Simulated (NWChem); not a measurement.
System meant: C₄H₄ClF; SMILES F[C@H]1C=C(Cl)C1

Here is an NWChem input.

```
start job
memory heap 200 mb stack 900 mb global 1100 mb
geometry units angstroms noautoz
  F      0.066508     2.546912     0.478265
  C      0.030205     1.512065    -0.415269
  C      1.032978     0.409659    -0.200633
  C      0.053039    -0.496302    -0.069963
  Cl     0.034814    -2.195381     0.082687
  C     -1.094175     0.470119    -0.164279
  H      0.021858     1.941150    -1.432658
  H      2.122058     0.368806    -0.216437
  H     -1.624275     0.653510     0.782075
  H     -1.819284     0.304996    -0.976879
end
basis spherical
  F library def2-svp
  C library def2-svp
  Cl library def2-svp
  H library def2-svp
end
dft
  xc b3lyp
  iterations 4
  mulliken
end
task dft energy
```

End of the output:

```
    Atom       Charge   Shell Charges
 -----------   ------   -------------------------------------------------------
    1 F    9     9.12   1.98  1.02  0.75  3.23  2.15  0.01
    2 C    6     5.89   1.96  0.60  0.29  1.83  1.01  0.19
    3 C    6     6.08   1.97  0.62  0.31  1.93  1.16  0.09
    4 C    6     6.12   1.97  0.65  0.30  1.86  1.20  0.14
    5 Cl  17    16.86   2.00  1.95  1.03  0.76  5.82  2.27  2.98  0.05
    6 C    6     6.03   1.96  0.60  0.30  1.92  1.16  0.09
    7 H    1     0.99   0.65  0.27  0.07
    8 H    1     0.98   0.62  0.28  0.07
    9 H    1     0.96   0.63  0.26  0.07
   10 H    1     0.97   0.64  0.27  0.07

 center of mass
 --------------
 x =   0.02494730 y =  -0.04966056 z =   0.04233536

 moments of inertia (a.u.)
 ------------------
        1222.940134430460          -0.000000000000           0.000000000000
          -0.000000000000         174.928398344181          -0.000000000000
           0.000000000000          -0.000000000000        1318.370142805833

     Multipole analysis of the density
     ---------------------------------

     L   x y z        total         alpha         beta         nuclear
     -   - - -        -----         -----         ----         -------
     0   0 0 0     -0.000000    -27.000000    -27.000000     54.000000

     1   1 0 0     -0.114695     -0.057348     -0.057348      0.000000
     1   0 1 0     -0.162839     -0.081420     -0.081420      0.000000
     1   0 0 1     -0.419417     -0.209708     -0.209708      0.000000

     2   2 0 0    -28.508982    -57.312689    -57.312689     86.116395
     2   1 1 0     -0.120165      0.835870      0.835870     -1.791906
     2   1 0 1     -0.147872     -0.009355     -0.009355     -0.129162
     2   0 2 0    -34.213315   -306.821490   -306.821490    579.429664
     2   0 1 1     -1.738851      2.241547      2.241547     -6.221945
     2   0 0 2    -30.211251    -28.131546    -28.131546     26.051841

 ------------------------------------------------------------------------
 dft energy failed                                                                                  0
 ------------------------------------------------------------------------
 ------------------------------------------------------------------------
  current input line :
    26: task dft energy
 ------------------------------------------------------------------------
 ------------------------------------------------------------------------
 This type of error is most commonly associated with calculations not reaching convergence criteria
 ------------------------------------------------------------------------
 For more information see the NWChem manual at https://nwchemgit.github.io

0:dft energy failed:Received an Error in Communication
```

Q: What is wrong, and how is it mended?

A: Convergence was not reached. Cause: the SCF was allowed too few iterations. This input runs:
```
start job
memory heap 200 mb stack 900 mb global 1100 mb
geometry units angstroms noautoz
  F      0.066508     2.546912     0.478265
  C      0.030205     1.512065    -0.415269
  C      1.032978     0.409659    -0.200633
  C      0.053039    -0.496302    -0.069963
  Cl     0.034814    -2.195381     0.082687
  C     -1.094175     0.470119    -0.164279
  H      0.021858     1.941150    -1.432658
  H      2.122058     0.368806    -0.216437
  H     -1.624275     0.653510     0.782075
  H     -1.819284     0.304996    -0.976879
end
basis spherical
  F library def2-svp
  C library def2-svp
  Cl library def2-svp
  H library def2-svp
end
dft
  xc b3lyp
  iterations 150
  mulliken
end
task dft energy
```
It converges to -714.49080 Ha (B3LYP/def2-SVP).
